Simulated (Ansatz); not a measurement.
One change: `N#[C][In]([F])[F]` becomes `[F][In]([F])[SH]`.

Ansatz, PBE0-D4/def2-TZVP geometries, multiplicity 1. Each molecule was computed in one conformer, which needn't be the lowest.

Elements past krypton have def2 core potentials.

```json
{"property": "ideal-gas entropy at 298 K and 1 bar (rigid rotor, harmonic PBE0-D4/def2-TZVP) / J/(mol·K)", "`N#[C][In]([F])[F]`": "345"}
{"property": "LUMO energy (B3LYP/def2-TZVPP) / eV", "`N#[C][In]([F])[F]`": "-3.27"}
{"property": "HOMO–LUMO gap (PBE0/def2-TZVPP) / eV", "`N#[C][In]([F])[F]`": "7.87"}
{"property": "size of the dipole moment (B3LYP/def2-TZVPP) / D", "`N#[C][In]([F])[F]`": "0.45"}
{"property": "size of the dipole moment (ωB97M-V/def2-TZVPP) / D", "`N#[C][In]([F])[F]`": "0.49"}
{"property": "HOMO–LUMO gap (B3LYP/def2-TZVPP) / eV", "`N#[C][In]([F])[F]`": "7.19"}
```

**Question.** What does the change do to each property? (An estimate is asked.)

**Answer.** The calculation gave: 
```
                                                                                  property  `[F][In]([F])[SH]`  shift
ideal-gas entropy at 298 K and 1 bar (rigid rotor, harmonic PBE0-D4/def2-TZVP) / J/(mol·K)                 346      1
                                                       LUMO energy (B3LYP/def2-TZVPP) / eV               -3.00   0.27
                                                      HOMO–LUMO gap (PBE0/def2-TZVPP) / eV                5.91  -1.96
                                          size of the dipole moment (B3LYP/def2-TZVPP) / D                2.85   2.40
                                        size of the dipole moment (ωB97M-V/def2-TZVPP) / D                2.74   2.25
                                                     HOMO–LUMO gap (B3LYP/def2-TZVPP) / eV                5.32  -1.87
```

With PBE0 the HOMO rises by 2.18 eV and the LUMO rises by 0.22 eV, so the gap narrows by about 1.96 eV. PBE moves the HOMO by 1.69 eV and ωB97M-V by 2.33 eV. Dipoles are sizes alone; their direction can turn.

B3LYP here is the variant with VWN-RPA as its local correlation; programs differ in this.
